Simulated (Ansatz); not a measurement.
Cost and result for the atomization energy of C2H2OTe (6 atoms, 5 bonds).

```xyz
6

Te   -0.1727   -0.8907    1.5701
C     0.4319    0.2939    0.1311
C    -0.2232    0.2623   -1.1317
O     0.0400   -0.4143   -2.1057
H     0.9153   -0.3306    2.7074
H    -0.9913    1.0794   -1.1711
```

Charge 0, multiplicity 1. Correlated methods include outer-core shells of Te, which these sets cover unevenly. Te takes the def2 core potential. The bonds changed during the relaxation, so this is another structure than the one it started from. Geometry: relaxed with PBE0-D4/def2-TZVP. Program: Ansatz. All runs use 2 threads of an Arm Neoverse V1 on a shared host. Times are those of one run each, without the atoms' runs, and a repeat can differ threefold. Electronic energies, without spin–orbit coupling; frozen cores. CCSD(T)/CBS adds CCSD(T) − MP2 in def2-TZVPP to the MP2 limit, and its time is that of the two runs behind it. T1 = 0.025; the RHF reference is unstable towards UHF. With those shells the extrapolation isn't a true limit. HSE06 is the plane-wave form, built on full-range PBE exchange.

CCSD(T)/CBS is a level of theory with its own doubt, some kJ/mol a heavy atom from the limit and from the frozen cores, so smaller differences don't rank the functionals.

| level | functions | wall time | atomization (kJ/mol) | difference from CCSD(T)/CBS | per bond |
| --- | --- | --- | --- | --- | --- |
| LDA (SPW92)/def2-TZVPP | 171 | 1.4 s | 2566.8 | 456.4 | 91.3 |
| HSE06-D4/def2-TZVPP | 171 | 2.9 s | 2128.6 | 18.2 | 3.6 |
| CAM-B3LYP-D4/def2-TZVPP | 171 | 2.9 s | 2094.8 | -15.6 | -3.1 |
| BHLYP-D4/def2-TZVPP | 171 | 3.2 s | 1967.3 | -143.1 | -28.6 |
| CCSD(T)/def2-SVP | 78 | 4.4 s | 1937.5 | -172.9 | -34.6 |
| r2SCANh-D4/def2-TZVPP | 171 | 4.5 s | 2090.5 | -19.9 | -4.0 |
| r2SCAN-D4/def2-TZVPP (with forces) | 171 | 4.9 s | 2128.3 | 17.9 | 3.6 |
| B2PLYP/def2-TZVPP | 171 | 6 s | 2082.7 | -27.7 | -5.5 |
| PBE-QIDH/def2-TZVPP | 171 | 6 s | 2072.5 | -37.9 | -7.6 |
| B97M-V/def2-TZVPP | 171 | 9.5 s | 2133.0 | 22.6 | 4.5 |
| MP2/def2-QZVPP | 313 | 16 s | 2135.5 | 25.1 | 5.0 |
| CCSD(T)/def2-TZVPP | 171 | 77 s | 2028.5 | -81.9 | -16.4 |
| CCSD(T)/CBS(def2) | – | 93 s | 2110.4 | 0.0 | 0.0 |

At CCSD(T), def2-SVP lies −172.9 kJ/mol from the extrapolated value and def2-TZVPP −82.0 kJ/mol: correlation converges slowly with the basis, and small sets miss more of it in the bonded molecule than in its fragments. The D4 term adds +21.5 kJ/mol with B3LYP and +11.0 kJ/mol with PBE0; it sums over pairs of atoms, weighted by their polarisabilities, and B3LYP, whose exchange is more repulsive, gets the larger term. From r2SCAN to r2SCAN0 (25 % exact exchange), in def2-TZVPP and without D4, the atomization energy moves by −92.4 kJ/mol: exact exchange takes away binding that semilocal exchange gives to molecules.

B3LYP here is the variant with VWN-RPA as its local correlation; programs differ in this.

Spin–orbit coupling would lower the free Te atoms strongly, and the atomization energy with them, by more than many differences here.
